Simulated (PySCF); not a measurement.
Below is a simulated gas-phase C 1s photoelectron spectrum of `c1ccc(C#C)[se]1`.

Every computed line was given a Gaussian of 0.8 eV full width at half maximum and an area set by the number of equivalent atoms; the highest printed point is 100. Level of theory: PySCF, delta-SCF UKS SCAN, pcX-2 on the ionised atom, pcseg-1 elsewhere, spin-free X2C.

```json
{"binding energy (eV)": "288.8", "intensity": "0"}
{"binding energy (eV)": "288.9", "intensity": "0"}
{"binding energy (eV)": "289.0", "intensity": "1"}
{"binding energy (eV)": "289.1", "intensity": "1"}
{"binding energy (eV)": "289.2", "intensity": "3"}
{"binding energy (eV)": "289.3", "intensity": "5"}
{"binding energy (eV)": "289.4", "intensity": "9"}
{"binding energy (eV)": "289.5", "intensity": "14"}
{"binding energy (eV)": "289.6", "intensity": "21"}
{"binding energy (eV)": "289.7", "intensity": "30"}
{"binding energy (eV)": "289.8", "intensity": "40"}
{"binding energy (eV)": "289.9", "intensity": "52"}
{"binding energy (eV)": "290.0", "intensity": "64"}
{"binding energy (eV)": "290.1", "intensity": "76"}
{"binding energy (eV)": "290.2", "intensity": "87"}
{"binding energy (eV)": "290.3", "intensity": "95"}
{"binding energy (eV)": "290.4", "intensity": "100"}
{"binding energy (eV)": "290.5", "intensity": "100"}
{"binding energy (eV)": "290.6", "intensity": "95"}
{"binding energy (eV)": "290.7", "intensity": "87"}
{"binding energy (eV)": "290.8", "intensity": "77"}
{"binding energy (eV)": "290.9", "intensity": "66"}
{"binding energy (eV)": "291.0", "intensity": "57"}
{"binding energy (eV)": "291.1", "intensity": "48"}
{"binding energy (eV)": "291.2", "intensity": "41"}
{"binding energy (eV)": "291.3", "intensity": "34"}
{"binding energy (eV)": "291.4", "intensity": "27"}
{"binding energy (eV)": "291.5", "intensity": "20"}
{"binding energy (eV)": "291.6", "intensity": "15"}
{"binding energy (eV)": "291.7", "intensity": "10"}
{"binding energy (eV)": "291.8", "intensity": "6"}
{"binding energy (eV)": "291.9", "intensity": "3"}
{"binding energy (eV)": "292.0", "intensity": "2"}
{"binding energy (eV)": "292.1", "intensity": "1"}
{"binding energy (eV)": "292.2", "intensity": "0"}
{"binding energy (eV)": "292.3", "intensity": "0"}
{"binding energy (eV)": "292.4", "intensity": "0"}
```

Count the maxima, the lines and the sites behind this envelope.

The curve has 1 maximum (at 290.4 eV). Under it lie 6 lines from 6 inequivalent carbon sites. At this width some lines have no maximum of their own.

Decompose the envelope and assign each component. Numbering: `[CH:1]#[C:2][c:3]1[cH:4][cH:5][cH:6][se:7]1`.

```tsv
position (eV)	relative area	line	atoms	environment
289.92	1	C 1s	C1	terminal alkyne carbon
290.31	1	C 1s	C4	aromatic CH carbon
290.43	1	C 1s	C5	aromatic CH carbon
290.49	1	C 1s	C6	aromatic CH carbon
290.73	1	C 1s	C2	alkyne carbon
291.22	1	C 1s	C3	substituted aromatic carbon
```

What are the centre and the root-mean-square width of the whole band?

The area-weighted mean of the lines is 290.52 eV. Their own spread about it is 0.40 eV (rms) and each Gaussian has σ = 0.8/2.355 = 0.34 eV; the variances add, which gives 0.52 eV.

Lowest listed C 1s: C1, bonded to C (triple bond) and H. Highest, 1.30 eV above it: C3, bonded to C (aromatic in the SMILES), Se (aromatic in the SMILES) and C. Summing the Pauling electronegativity differences to the bonded atoms, each weighted by its formal bond order, gives -0.35 for the lowest site and 0.00 for the highest; no listed site has a larger sum than the highest.

No satellites, vibrations or lifetime broadening are included. Spin contamination (⟨S²⟩ against 0.75 for a pure doublet) is marked for C 1s of C1 (0.85) and C 1s of C2 (0.92), which makes these values less certain. Geometry: PBE0-D3(BJ)/def2-SVP; no solvent, vibrations or thermal averaging.
